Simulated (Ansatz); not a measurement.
Basis-set extrapolation for BH₆NSi₂, SMILES `B1N[SiH2][SiH2]1` (PBE0-D4/def2-TZVP geometry, frozen core, the Gaussian-basis code of Ansatz). Multiplicity 1, RHF reference.

```
                      def2-TZVPP   def2-QZVPP
                 HF  -660.572869  -660.594394
    MP2 correlation    -0.549616    -0.588515
CCSD(T) correlation    -0.625474      not run
```

Energies in hartree. Use E(X) = E(∞) + A·exp(−7.88·√X) for Hartree–Fock and E(X) = E(∞) + B·X^(−2.97) for correlation, with X = 3 and 4, and add CCSD(T) minus MP2 of the smaller set to the MP2 limit.

Q: What is the CCSD(T) energy at the basis-set limit?

A: HF limit: -660.594394 + (-0.021525) × 0.13774 = -660.59736. MP2 limit: -0.588515 + (-0.038899) × 0.74074 = -0.61733. Higher-order term: -0.625474 − (-0.549616) = -0.07586. Total: -661.29055 hartree, 2.51 eV below CCSD(T)/def2-TZVPP.
